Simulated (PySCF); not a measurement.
## Static response to an electric field

Species: C5H4O2S.
Cartesian coordinates in Å at the PBE0-D3(BJ)/def2-SVP level; atoms count from 1:
```
atom  x, y, z in Å
O1     1.8732    1.4760   -0.4351
C2     2.1259    0.3103   -0.4867
O3     1.2752   -0.7099   -0.3154
C4    -0.0611   -0.5516   -0.0396
C5    -0.8021    0.6654    0.0554
C6    -2.1180    0.4151    0.3393
S7    -2.4497   -1.2611    0.4892
C8    -0.8202   -1.6755    0.1714
H9     3.1290   -0.1166   -0.6901
H10   -0.3724    1.6541   -0.0778
H11   -2.9159    1.1444    0.4707
H12   -0.4803   -2.7085    0.1496
```

Level: CAM-B3LYP/def2-SVPD (PySCF), static field, nuclei fixed, core orbitals frozen in the response. The polarisability tensor in these axes (au):

```
x   103.90  10.07 -11.04
y    10.07  88.54  -3.38
z   -11.04  -3.38  53.38
```

Task: What are the eigenvalues, a third of the trace, and Δα (Δα² = ½Σ(αi − αj)² over the three pairs)?

Result: Principal values 51.03, 83.65 and 111.14 au; mean 81.94 au = 12.14 Å³ = 13.51 × 10⁻⁴⁰ C²·m²/J; Δα = 52.12 au (64 % of the mean).

Task: What is the dipole moment, and where does it point?

Result: (-0.22, -1.38, 0.03) D, 1.40 D in size, pointing from the negative to the positive side. Measured along this direction, the outermost atoms are O1 at the negative end and H12 at the positive end.

Task: Traceless (Buckingham) quadrupole moment about the centre of nuclear charge: eigenvalues?

Result: -7.97, -4.22, 12.19 D·Å. The values depend on the origin, since the dipole doesn't vanish. The electronic extent ⟨r²⟩ about the same centre is 1165 bohr², a root-mean-square distance of 2.22 Å for the 66 electrons.

Task: Estimate the molar refractivity from the static electronic polarisability.

Result: Lorentz–Lorenz: R = (4π/3)N_A α = 2.5225 cm³/(mol·Å³) × 12.14 Å³ = 30.6 cm³/mol, in the limit of long wavelengths.

Task: In a dilute gas of rigid molecules at 500 K, how does the orientational term μ²/3kT compare with the electronic polarisability?

Result: In Gaussian units μ²/3kT = 9.48 Å³ against 12.14 Å³, a ratio of 0.78; the Debye molar polarisation (4π/3)N_A(α + μ²/3kT) is 54.5 cm³/mol, leaving out the vibrational part.

Task: Find the Langevin capture rate constant for H3O+ (19.018 u) meeting this molecule (127.993 u), k = 2.342 × 10⁻⁹ cm³/s × √(α in Å³ / reduced mass in u).

Result: The reduced mass is 16.56 u, so k = 2.01 × 10⁻⁹ cm³/s. The formula leaves out the permanent dipole, which adds to the capture rate.

One conformer (not necessarily the lowest) at the PBE0-D3(BJ)/def2-SVP geometry, without solvent, vibrations or thermal averaging.

The run behind these numbers computed excited states and ΔSCF ions as well. On one thread of an x86-64 server, on a shared host, this took 1.7 min.
